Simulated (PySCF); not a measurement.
# Basis-set dependence of the ionisation energy of Yb⁺

Yb⁺ [Xe] 4f14 6s1 (2S) → Yb²⁺ [Xe] 4f14 (1S). All values are computed (PySCF 2.14, energy differences of UHF-based or UKS calculations, no spin-orbit coupling). Values in eV.

| basis | Hamiltonian | functions | UHF | LDA | PBE0 | MP2 (valence) |
| --- | --- | --- | --- | --- | --- | --- |
| cc-pVDZ-X2C | spin-free X2C | 84 | 11.267 | 12.628 | 12.148 | 12.053 |
| ANO-RCC-VTZP | spin-free X2C | 104 | 11.281 | 12.552 | 12.133 | 12.128 |
| x2c-TZVPPall | spin-free X2C | 113 | 11.257 | 12.518 | 12.103 | 12.175 |
| cc-pVTZ-X2C | spin-free X2C | 145 | 11.273 | 12.608 | 12.152 | 12.210 |

Frozen in the all-electron rows: valence: [Kr] 4d10.

Reference for a calculation without spin-orbit coupling: 12.179 eV (measured, between term centres; NIST).
